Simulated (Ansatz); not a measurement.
Species: CH$_{4}$FSi (charge 0, doublet). It need not be the lowest isomer of its formula. 
Geometry from a B3LYP-D3(BJ)/def2-TZVP (Ansatz, a first-principles code) optimisation:
```xyz
7

Si     0.2837     0.2552     0.2887
C     -1.5465     0.2474     0.1904
F      0.8877    -0.7714    -0.7932
H      0.8146     1.6035    -0.0039
H      0.7655    -0.2054     1.6114
H     -2.1388     1.1527     0.2620
H     -2.1228    -0.6653     0.0848
```
Charge 0, spin multiplicity 2.

Computed values are from Ansatz. Valence correlation only, unless marked. Open shells are spin-unrestricted. Spin-orbit coupling is left out. No relativistic terms. Basis-set limits of correlation are two-point, X^-3; Hartree-Fock from the larger set.

What is the total energy at CCSD(T)/CBS(cc-pV(T+d)Z,cc-pV(Q+d)Z)?

-429.3205 Eh.

What is the T1 diagnostic at CCSD/cc-pV(Q+d)Z?

0.012.

What is the atomisation energy De at CCSD(T)/CBS(cc-pV(T+d)Z,cc-pV(Q+d)Z)?

580.8 kcal/mol.

What is the dipole moment at CCSD(T)/aug-cc-pV(D+d)Z?

1.74 D.
